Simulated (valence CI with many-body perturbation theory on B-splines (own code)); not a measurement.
# Which ion has this spectrum?

A relativistic CI+MBPT calculation for an atom or ion with 5 electrons gives these levels (eV):

```csv
J,Parity,E,g
1/2,odd,0.00,0.65
3/2,odd,96.63,1.32
1/2,even,102.73,2.41
3/2,even,171.08,1.69
5/2,even,192.45,1.43
3/2,even,229.49,0.92
1/2,even,236.05,1.12
5/2,even,287.15,1.35
1/2,even,338.33,1.78
3/2,even,339.57,1.23
3/2,odd,347.15,1.47
3/2,odd,424.77,1.37
5/2,odd,439.21,1.19
1/2,odd,466.92,0.65
```

The energies are calculated, and their last digits are not significant.

Question: Which is it?
A. Nb36+
B. Sr33+
C. Zr35+
D. Y34+

Answer: C. Zr35+, ground level (2s^2 2p1/2) J=1/2.
